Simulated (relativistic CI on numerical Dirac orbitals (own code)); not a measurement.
# Slater and spin-orbit integrals, Dy LXIV

These numbers are calculated, not measured: Dirac-Coulomb-Breit CI, KLI orbitals optimised for each configuration, model QED (radiative potential, 1s self-energy scaled to tabulated hydrogen-like ionisation energies), unscaled Slater integrals (own radial code, finite nucleus).

Slater integrals F^k, G^k are unscaled and averaged over j, outside the closed core 1s2; ζ comes from projecting the Hamiltonian with its Breit term on Σ l·s of the shell.

- 2p: ζ(2p) = 4.8289e+06 cm⁻¹; <r>(2p) = 0.07394, <r^2>(2p) = 0.006637 (bohr units).
- 3p: ζ(3p) = 1.4381e+06 cm⁻¹; <r>(3p) = 0.187, <r^2>(3p) = 0.04054 (bohr units).
- 3d: ζ(3d) = 251480 cm⁻¹; <r>(3d) = 0.1611, <r^2>(3d) = 0.02974 (bohr units).

Averages of the first 10 configurations, taken without configuration mixing, which lowers the lowest level and can move excited configurations by several eV; other configurations of the list can lie among them:

| Configuration | Parity | States | Average energy above the lowest level (eV) |
| --- | --- | --- | --- |
| 2s | even | 2 | 0.0 |
| 2p | odd | 6 | 760.7 |
| 3s | even | 2 | 8594.9 |
| 3p | odd | 6 | 8817.4 |
| 3d | even | 10 | 8965.3 |
| 4s | even | 2 | 11547.3 |
| 4p | odd | 6 | 11640.1 |
| 4d | even | 10 | 11702.4 |
| 4f | odd | 14 | 11725.0 |
| 5s | even | 2 | 12893.9 |
